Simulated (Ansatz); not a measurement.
Born–Oppenheimer molecular dynamics of CH3ClZn (6 atoms, charge 0, multiplicity 1). It starts from a relaxed structure.

Computed with RKS LDA/def2-SVP (Ansatz 0.2.0).

* ensemble: NVT, Langevin thermostat
* time step: 0.5 fs
* steps asked: 500
* set temperature: 700 K
* friction: 0.02 /fs
* seed: 724639

Frames 2.5 fs apart, positions in Å, forces in eV/Å.

Velocities at 50 fs (Å/ps):

```
Zn -0.47 -1.47 -0.13
Cl 3.62 0.02 0.32
C -5.63 -11.31 -2.86
H -14.36 4.29 -3.49
H -4.29 5.73 7.84
H -0.47 -21.27 16.71
```

```xyz
6
Properties=species:S:1:pos:R:3:forces:R:3 time_fs=50 energy_less_start_eV=0.188 T=249
Zn -0.130 0.092 -0.012 0.54 -0.18 1.21
Cl 0.048 -0.030 2.139 -0.22 0.18 -1.00
C 0.029 -0.211 -1.872 -0.15 1.66 0.44
H -0.387 -1.197 -1.936 -0.30 -1.36 -0.51
H -0.655 0.505 -2.394 0.40 -0.24 -0.10
H 1.087 -0.140 -2.210 -0.27 -0.07 -0.03
6
Properties=species:S:1:pos:R:3:forces:R:3 time_fs=52.5 energy_less_start_eV=0.183 T=329
Zn -0.130 0.090 -0.009 0.49 -0.30 1.07
Cl 0.059 -0.029 2.139 -0.21 0.19 -0.96
C 0.011 -0.232 -1.878 -1.07 0.99 0.62
H -0.429 -1.238 -1.954 0.05 -0.31 -0.40
H -0.673 0.528 -2.369 0.74 -0.60 -0.04
H 1.073 -0.186 -2.170 0.01 0.03 -0.29
6
Properties=species:S:1:pos:R:3:forces:R:3 time_fs=55 energy_less_start_eV=0.232 T=299
Zn -0.127 0.086 -0.008 0.41 -0.43 0.97
Cl 0.071 -0.029 2.132 -0.19 0.20 -0.88
C -0.010 -0.242 -1.879 -1.10 -1.09 0.62
H -0.466 -1.316 -1.999 0.69 1.59 -0.08
H -0.673 0.536 -2.341 0.55 -0.41 -0.34
H 1.073 -0.233 -2.142 -0.36 0.15 -0.30
6
Properties=species:S:1:pos:R:3:forces:R:3 time_fs=57.5 energy_less_start_eV=0.248 T=252
Zn -0.123 0.081 -0.007 0.30 -0.50 0.96
Cl 0.081 -0.031 2.127 -0.17 0.20 -0.82
C -0.034 -0.252 -1.873 -0.35 -1.92 0.46
H -0.502 -1.333 -2.055 0.87 1.94 0.22
H -0.663 0.518 -2.344 0.16 0.12 -0.59
H 1.067 -0.255 -2.128 -0.80 0.15 -0.22
6
Properties=species:S:1:pos:R:3:forces:R:3 time_fs=60 energy_less_start_eV=0.113 T=372
Zn -0.124 0.076 -0.008 0.20 -0.49 0.99
Cl 0.088 -0.033 2.124 -0.16 0.21 -0.82
C -0.062 -0.265 -1.864 0.55 0.07 0.32
H -0.509 -1.246 -2.104 0.07 -0.21 0.06
H -0.648 0.495 -2.391 0.01 0.40 -0.43
H 1.032 -0.245 -2.139 -0.67 0.02 -0.13
6
Properties=species:S:1:pos:R:3:forces:R:3 time_fs=62.5 energy_less_start_eV=0.196 T=338
Zn -0.124 0.074 -0.009 0.12 -0.46 1.03
Cl 0.095 -0.035 2.115 -0.14 0.22 -0.76
C -0.086 -0.273 -1.849 0.65 2.71 0.31
H -0.516 -1.174 -2.137 -0.95 -2.59 -0.48
H -0.617 0.490 -2.449 -0.06 0.29 0.05
H 0.965 -0.218 -2.165 0.39 -0.17 -0.15
6
Properties=species:S:1:pos:R:3:forces:R:3 time_fs=65 energy_less_start_eV=0.197 T=500
Zn -0.122 0.071 -0.006 0.10 -0.41 1.08
Cl 0.102 -0.037 2.105 -0.13 0.21 -0.62
C -0.112 -0.275 -1.828 -1.67 0.49 -1.30
H -0.579 -1.237 -2.175 0.29 0.23 0.46
H -0.593 0.504 -2.490 -0.21 -0.17 0.64
H 0.880 -0.202 -2.224 1.62 -0.35 -0.26
6
Properties=species:S:1:pos:R:3:forces:R:3 time_fs=67.5 energy_less_start_eV=0.300 T=465
Zn -0.119 0.064 -0.002 0.08 -0.43 0.92
Cl 0.110 -0.037 2.091 -0.10 0.21 -0.40
C -0.147 -0.282 -1.814 -0.16 -0.75 -2.76
H -0.620 -1.288 -2.224 0.78 1.52 1.04
H -0.578 0.502 -2.491 -0.55 -0.01 0.56
H 0.880 -0.207 -2.280 -0.05 -0.53 0.63
6
Properties=species:S:1:pos:R:3:forces:R:3 time_fs=70 energy_less_start_eV=0.291 T=410
Zn -0.116 0.056 0.005 0.05 -0.48 0.57
Cl 0.123 -0.037 2.078 -0.05 0.20 -0.11
C -0.183 -0.292 -1.811 1.95 -0.35 -2.27
H -0.605 -1.263 -2.218 0.09 0.55 0.66
H -0.565 0.509 -2.453 -0.90 0.50 -0.01
H 0.892 -0.244 -2.299 -1.14 -0.43 1.16
6
Properties=species:S:1:pos:R:3:forces:R:3 time_fs=72.5 energy_less_start_eV=0.211 T=651
Zn -0.115 0.049 0.013 -0.05 -0.48 0.19
Cl 0.137 -0.039 2.066 0.00 0.19 0.21
C -0.215 -0.299 -1.809 2.22 1.13 -1.01
H -0.585 -1.245 -2.164 -0.83 -0.96 -0.04
H -0.593 0.529 -2.425 -0.73 0.23 -0.07
H 0.856 -0.303 -2.234 -0.61 -0.11 0.71
6
Properties=species:S:1:pos:R:3:forces:R:3 time_fs=75 energy_less_start_eV=0.159 T=790
Zn -0.113 0.044 0.022 -0.28 -0.44 -0.34
Cl 0.149 -0.041 2.050 0.09 0.17 0.66
C -0.246 -0.304 -1.810 0.38 0.99 -0.52
H -0.613 -1.290 -2.111 -0.75 -0.31 0.08
H -0.660 0.542 -2.426 -0.09 -0.58 0.29
H 0.805 -0.381 -2.123 0.66 0.17 -0.17
6
Properties=species:S:1:pos:R:3:forces:R:3 time_fs=77.5 energy_less_start_eV=0.283 T=715
Zn -0.110 0.039 0.030 -0.54 -0.40 -0.90
Cl 0.156 -0.046 2.032 0.19 0.14 1.16
C -0.280 -0.313 -1.809 -0.53 -0.95 -0.41
H -0.666 -1.377 -2.072 -0.20 1.49 0.49
H -0.732 0.520 -2.429 0.38 -0.75 0.25
H 0.780 -0.490 -2.022 0.70 0.48 -0.60
```

Of the whole run (250 fs, mean temperature of the second half 572 K): The mean temperature of the second half is 18 % below the set value. A run of 0.25 ps of so small a system gives no equilibrium averages.

Time of the run: 5.4 min on 2 threads of Intel(R) Xeon(R) Platinum 8488C (Sapphire Rapids), with other jobs on the host, peak memory 0.16 GiB.
